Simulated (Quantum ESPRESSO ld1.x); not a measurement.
Results of a calculation; reference values are marked as such.
The mean radii <r> (bohr) of the occupied orbitals of an atom or ion are listed with their occupations. Level of theory: scalar-relativistic Kohn-Sham, LDA (Slater exchange, Perdew-Zunger correlation), spin-unpolarised, spherical densities, point nucleus (ld1.x of Quantum ESPRESSO 7.5).

orbital  occ.      <r>
1s          2  0.05417
2s          2   0.2454
2p          6   0.2155
3s          2   0.7418
3p          6   0.7797
3d          8   0.9916
4s          1    2.519

Name the element and its charge.

Answer. Z = 28, nickel, charge +1: Ni+ in [Ar] 3d8 4s1. The 1s radius gives Z: for a bare nucleus <r> = (2 gamma + 1)/(2Z) with gamma = sqrt(1 - (Z/c)^2), 0.05282 bohr for Z = 28, and screening makes it slightly larger (0.05417 here). The occupations add up to 27, and the charge is Z minus that.
